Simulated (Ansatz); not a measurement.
```yaml
crystal:
  periodic: [false, false, false]
  atoms:
    - {symbol: Ti, position_ang: [0.018812, 1.327561, 0.096572]}
    - {symbol: Ti, position_ang: [-0.194621, -0.290936, -1.298868]}
    - {symbol: Al, position_ang: [0.146176, -1.007464, 1.127771]}
basis:
  gaussian: {orbitals: ANO-RCC-VTZP}
total_charge: -1
hamiltonian: {xc: {name: B97M-V}}
scf: {omitted_lower_state_checks: [starts]}
```

```sh
$ ansatz run in.yaml --threads 4 --pin off --events-out ev --progress --plain --max-ram 3916MiB
```

It prints (some lines left out):

```
Functional definition: B97M-V
1361 factors; their error is unknown
mean field evaluation 1: about -53037.6085 eV, gradient 8.6e1 eV
mean field evaluation 2: about -52874.0084 eV, gradient 2.1e2 eV
mean field evaluation 4: about -53015.4576 eV, gradient 9.5e1 eV
mean field evaluation 8: about -53051.3262 eV, gradient 3.8e1 eV
mean field evaluation 16: about -53057.7788 eV, gradient 2.2e-5 eV
mean field evaluation 32: about -53057.7788 eV, gradient 4.7e-6 eV
mean field -53057.77878675 eV, -1949.8374065589 hartree, gradient 4.7e-6 eV, S^2 0.000000; 0 other end points of the search recorded, 0 dependent functions left out
reference -53057.77884670 eV, -1949.8374087621 hartree; 29, 29 occupied and 123, 123 virtual orbitals, 1361 factors
Total energy: -53057.77884670 eV, -1949.8374087621 hartree
Relativity: scalar
Checks for a lower state left out: starts
```

Run time 24 s (4 threads of AMD EPYC 7B13 on a shared host), peak host memory 0.66 GiB.

DK, ANO-RCC and x2c sets are all-electron and run with scalar relativity unless a key says otherwise. The highest occupied level of an anion often lies above zero with these methods, and sets without diffuse functions describe the outer electron poorly. The restricted singlet is unstable towards broken spin symmetry at other levels; at RKS B97M-V/ANO-RCC-VTZP this wasn't settled.
